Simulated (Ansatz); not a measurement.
A single point on `C[O][Sc]([OH])[O]C`.

```yaml
crystal:
  periodic: [false, false, false]
  atoms:
    - {symbol: C, position_ang: [0.475510, -2.746511, 0.827140]}
    - {symbol: O, position_ang: [0.035103, -1.600301, 0.190810]}
    - {symbol: Sc, position_ang: [-0.566474, -0.059196, -0.678167]}
    - {symbol: O, position_ang: [-1.765259, -0.184621, -2.114464]}
    - {symbol: O, position_ang: [0.043313, 1.608659, -0.096300]}
    - {symbol: C, position_ang: [0.488761, 2.847397, 0.327638]}
    - {symbol: H, position_ang: [0.056433, -3.647994, 0.361770]}
    - {symbol: H, position_ang: [1.569421, -2.826164, 0.786788]}
    - {symbol: H, position_ang: [0.182917, -2.748920, 1.884956]}
    - {symbol: H, position_ang: [-2.373798, -0.248205, -2.843032]}
    - {symbol: H, position_ang: [0.039014, 3.657284, -0.261112]}
    - {symbol: H, position_ang: [1.579065, 2.929440, 0.232189]}
    - {symbol: H, position_ang: [0.235993, 3.019142, 1.381786]}
basis:
  gaussian: {orbitals: def2-QZVPP}
correlation: {method: mp2}
```

```sh
$ ansatz run in.yaml --threads 4 --pin off --events-out ev --progress --plain --max-ram 11315MiB
```

Output, abridged:

```
Functional definition: HF
3625 factors; integrals over basis functions are off by at most 9.1e-4 eV
mean field evaluation 1: about -28957.4868 eV, gradient 7.1e1 eV
mean field evaluation 2: about -28957.6016 eV, gradient 7.1e1 eV
mean field evaluation 4: about -28966.6424 eV, gradient 4.0e0 eV
mean field evaluation 8: about -28966.7115 eV, gradient 3.1e-1 eV
mean field -28966.71179497 eV, -1064.5070241225 hartree, gradient 1.4e-6 eV, S^2 0.000000; 0 other end points of the search recorded, 0 dependent functions left out
10 core orbitals not correlated: weight in the atoms' cores, before any rotation towards them, 1.000 or more for the frozen orbitals, at most 0.000 for the correlated occupied ones
reference -28966.71179497 eV, -1064.5070241225 hartree; 22, 22 occupied and 556, 556 virtual orbitals, 3625 factors
second order -40.67853708 eV of doubles, -0.00000000 eV of singles
Total energy: -29007.39033204 eV, -1066.0019327872 hartree
```

Run time 39 s (4 threads of an Arm Neoverse V2 on a shared host); peak host memory 4.4 GiB.
